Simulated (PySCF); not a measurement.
CHO2 (SMILES [O]C=O), doublet, at a GFN2-xTB geometry. Base run: HF/6-31G* run with PySCF.

Input for PySCF:
```python
from pyscf import gto, scf

mol = gto.Mole()
mol.atom = '''
    O    -1.073710   -0.429261   -0.004282
    C    -0.046169    0.187518    0.001412
    O     1.150280    0.118270    0.001940
    H    -0.335546    1.362823    0.010264
'''
mol.basis = '6-31g*'
mol.charge = 0
mol.spin = 1
mol.verbose = 5
mol.build()

mf = scf.UHF(mol)
mf.kernel()
```

The base run was repeated with changes; each row names its change, and settings that it needs were set with it.

| change | E (Eh) | HOMO (eV) | dipole (D) | <S^2> | core-seconds (rough) |
|---|---|---|---|---|---|
| base | -188.08048 | -11.49 | 1.89 | 0.784 | 0.4 |
| functional = blyp; dispersion = d3bj | -189.05323 | -7.29 | 1.35 | 0.753 | 2 |
| functional = pw6b95 | -189.28372 | -8.98 | 1.55 | 0.756 | 5 |
| functional = camb3lyp | -188.99681 | -10.16 | 1.59 | 0.757 | 4 |
| functional = b3lyp | -189.07079 | -8.62 | 1.50 | 0.756 | 3 |
| functional = wb97x_v | -189.00079 | -11.16 | 1.60 | 0.757 | 60 |
| functional = pbe0 | -188.86953 | -8.87 | 1.56 | 0.757 | 3 |
| functional = m062x | -188.98585 | -10.23 | 1.67 | 0.758 | 5 |
| functional = hse06 | -188.88652 | -8.47 | 1.55 | 0.757 | 7 |
| functional = lda,vwn | -187.65918 | -7.43 | 1.46 | 0.752 | 2 |
| functional = x3lyp | -189.00168 | -8.65 | 1.51 | 0.756 | 3 |
| functional = m06l | -189.06276 | -7.86 | 1.52 | 0.755 | 4 |
| functional = revpbe | -189.03143 | -7.37 | 1.36 | 0.753 | 3 |

Total energies compare only within one method and basis.

Open shells are given as the SCF converged; they aren't shown to be the lowest states, and a large step between rows can be another state.
